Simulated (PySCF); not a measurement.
Working out the ionisation energy of Zn+

Zn+ [Ar] 3d10 4s1 (2S) → Zn(2+) [Ar] 3d10 (1S). Computed with PySCF 2.14 in cc-pVDZ-DK (6s5p3d1f, 43 functions), with scalar relativity by spin-free X2C-1e. Frozen: [Ar]. Energies in hartree (1 hartree = 27.21139 eV):

```
            part   Zn+ (lower)  Zn(2+) (upper)
             UHF  -1793.980332    -1793.360922
CCSD correlation     -0.363878       -0.337735
             (T)     -0.005501       -0.003678
```

Problem. What does Hartree-Fock give?

Solution. (-1793.360922) − (-1793.980332) = 0.619410 hartree = 16.855 eV.

Problem. What do CCSD and CCSD(T) give?

Solution. The CCSD correlation energies differ by 0.026143 hartree = 0.711 eV and the triples by 0.001823 hartree = 0.050 eV, so CCSD gives 17.566 eV and CCSD(T) 17.616 eV.

Measured between the centres of the two terms (NIST): 17.964 eV, so CCSD(T) (valence) is off by -0.348 eV.

A double-zeta basis recovers only part of the correlation energy.

What remains against the reference includes basis incompleteness, the frozen core and higher excitations.
